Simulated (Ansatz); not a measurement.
Calculated with Ansatz (gas phase, PBE0-D4/def2-TZVP geometries, no zero-point term in ΔE). CBS: MP2 limit from def2 TZ/QZ plus the TZ coupled-cluster correction, frozen cores. This one scheme is used for every species, atoms too. Functionals use def2-TZVPP. B3LYP here is the variant with VWN-RPA as its local correlation; programs differ in this. Open shells (•) are unrestricted, without spin–orbit coupling. Spin–orbit coupling would lower the free atoms: a little for C; clearly for Br. For Br outer-core shells are correlated without core-valence functions, so the limit isn't a true one: a few kJ/mol of doubt a bond, and 10 to 20 or more in all where bonds break to atoms. Scalar relativity is left out up to krypton. One conformer a species, not always the lowest.

Reaction (atomization): `CC/C=C\Br` → Br• + 4 C• + 7 H•

`CC/C=C\Br`:

Z-matrix (Å, degrees):
```
C
C 1 1.525
H 1 1.093 2 111.3
H 1 1.092 2 110.8 3 120.0
H 1 1.092 2 110.8 3 -119.9
C 2 1.488 1 112.0 3 57.8
H 2 1.096 1 109.2 3 -62.5
H 2 1.092 1 110.2 3 -179.7
C 6 1.323 2 128.1 1 116.3
H 6 1.089 2 116.6 1 -62.4
Br 9 1.887 6 124.4 2 0.8
H 9 1.081 6 123.5 2 -179.1
```

| level | ΔE (kJ/mol) | difference from CCSD(T)/CBS |
| --- | --- | --- |
| BLYP-D4 | 4686.3 | -14.7 |
| PBE0-D4 | 4745.7 | 44.7 |
| B3LYP-D4 | 4700.8 | -0.2 |
| ωB97M-V | 4703.7 | 2.7 |
| PBE-QIDH | 4702.9 | 1.9 |
| revPBE | 4629.7 | -71.3 |
| MP2/def2-SVP | 4552.7 | -148.3 |
| MP2/def2-TZVPP | 4663.8 | -37.2 |
| CCSD(T)/def2-TZVPP | 4594.9 | -106.1 |
| HF/def2-QZVPP | 3505.0 | -1196.0 |
| CCSD(T)/CBS | 4701.0 | 0 |

Largest T1 diagnostic among the species: 0.009.

The D4 term adds +38.8 kJ/mol with B3LYP and +20.5 kJ/mol with PBE0; it sums over pairs of atoms, weighted by their polarisabilities, and B3LYP, whose exchange is more repulsive, gets the larger term. At CCSD(T), def2-SVP lies −191.0 kJ/mol from the extrapolated value and def2-TZVPP −106.1 kJ/mol: correlation converges slowly with the basis, and small sets miss more of it in the bonded molecule than in its fragments. From BLYP to BHLYP (50 % exact exchange), in def2-TZVPP and without D4, ΔE moves by −82.2 kJ/mol: exact exchange takes away binding that semilocal exchange gives to molecules.

For atomizations the MP2-based limit and the directly extrapolated one differ by several kJ/mol either way, and by 10 to 25 for some Ge, Se and Sn compounds, so smaller differences from it don't rank the levels.
